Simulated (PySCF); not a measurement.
One ligand Y is varied and pulled off as a radical: Zn(CH3)1–Y. All species are isolated molecules in the gas phase. One relaxed conformer stands for each flexible species; it need not be the lowest. Multiplicities are imposed; where one is given, others were not computed. Strings in code marks are SMILES.

Computed with PBE-D3(BJ)/def2-TZVP // PBE-D3(BJ)/def2-SVP (PySCF). All candidates: neutral, multiplicity 1. 

The HOMO–LUMO gap comes out as 6.24 eV and the LUMO is -1.39 eV. The HOMO comes out as -7.63 eV.

Question: Which member has these values?
(A) [Zn(CH3)2]
(B) [Zn(CH3)(F)]
(C) [Zn(CH3)(Br)]
(D) [Zn(CH3)(SH)]

Answer: B, [Zn(CH3)(F)]. The others give [Zn(CH3)(SH)]: 4.79 eV, -1.12 eV, -5.91 eV; [Zn(CH3)2]: 5.50 eV, -0.54 eV, -6.04 eV; [Zn(CH3)(Br)]: 5.45 eV, -1.44 eV, -6.89 eV
